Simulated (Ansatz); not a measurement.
Cost and result up the ladder for Ge₂₂PH₃₂ (55 atoms). The state is a doublet with charge 0. Geometry: PBE-D4/def2-SVP.

```xyz
55

Ge   -4.173    1.008    0.329
Ge   -2.340   -1.680   -2.592
Ge    2.681    2.828   -3.192
Ge    1.078   -0.586   -4.222
P    -0.457    1.332   -1.199
Ge    0.742    0.126    1.755
Ge   -1.089   -1.523    1.406
Ge    3.324   -0.328   -0.839
Ge   -2.280    1.104    3.863
Ge    0.212   -1.908    4.967
Ge    1.013   -3.519   -1.399
Ge   -2.557    2.376   -0.903
Ge    0.557    3.277   -2.055
Ge   -0.332    2.109    2.757
Ge   -0.992    0.255   -3.222
Ge   -3.142   -0.349    2.083
Ge   -1.214   -2.761   -0.706
Ge    2.338    1.322   -5.088
Ge    4.268    1.766   -1.670
Ge    2.360   -1.807   -2.530
Ge    1.985   -0.784    3.693
Ge   -0.808   -3.223    3.172
Ge   -1.451   -0.269    5.721
H    -5.208    1.988    0.960
H    -4.940    0.105   -0.679
H    -2.383   -2.673   -3.793
H    -3.802   -1.293   -2.233
H     3.248    4.200   -3.675
H     0.692   -1.574   -5.368
H     2.158    0.038    0.218
H     4.398   -1.127   -0.036
H    -3.343    2.137    4.357
H     0.718   -2.760    6.175
H     0.852   -4.740   -2.357
H     1.796   -4.008   -0.142
H    -3.129    2.764   -2.302
H    -2.287    3.692   -0.118
H    -0.424    4.005   -3.027
H     0.793    4.202   -0.825
H    -0.761    3.185    1.718
H     0.633    2.784    3.776
H    -1.724    1.233   -4.198
H    -4.198   -1.365    2.621
H    -2.023   -4.055   -0.363
H     1.523    2.025   -6.212
H     3.710    0.883   -5.677
H     5.599    1.495   -2.431
H     4.586    2.702   -0.467
H     3.536   -2.527   -3.265
H     3.054   -1.838    3.270
H     2.707    0.335    4.500
H     0.149   -4.362    2.707
H    -2.175   -3.860    3.557
H    -0.832    0.663    6.806
H    -2.647   -1.021    6.375
```

Ansatz on 11 threads of AMD EPYC 7R13 on a shared host and a whole NVIDIA H100 80GB HBM3. Times are rough, and most runs start from the orbitals of an earlier one. PBE0-D4/def2-SVP serves as the yardstick here, not as an exact answer. Differences are given only for rows in sets of like size (and for xTB, whose basis is part of the method), since another set adds its own error. Binding counts from free atoms at the same level (Ge triplet, P quartet, H doublet; other spins of the atoms weren't run), without zero-point energy or a counterpoise term.

The 6-31G sets use Cartesian d functions. B3LYP takes the VWN-RPA correlation. Single mean-field runs in 6-31G, def2-SVP, def2-mTZVP are fitted with def2-universal-jkfit.

| level | functions | wall time | binding energy per atom (eV) | difference from PBE0-D4/def2-SVP (eV) |
| --- | --- | --- | --- | --- |
| PBE-D4/def2-SVP (with forces) | 882 | 11 s | 2.88 | 0.00 |
| r2SCAN-D4/def2-mTZVP | 910 | 12 s | 2.88 | – |
| r2SCAN-D4/def2-SVP | 882 | 13 s | 2.90 | 0.03 |
| B3LYP-D4/6-31G | 715 | 14 s | 2.80 | – |
| HF/6-31G | 715 | 16 s | 1.84 | – |
| B3LYP-D4/def2-SVP | 882 | 21 s | 2.85 | -0.03 |
| PBE0-D4/def2-SVP (with forces) | 882 | 32 s | 2.88 | 0.00 |
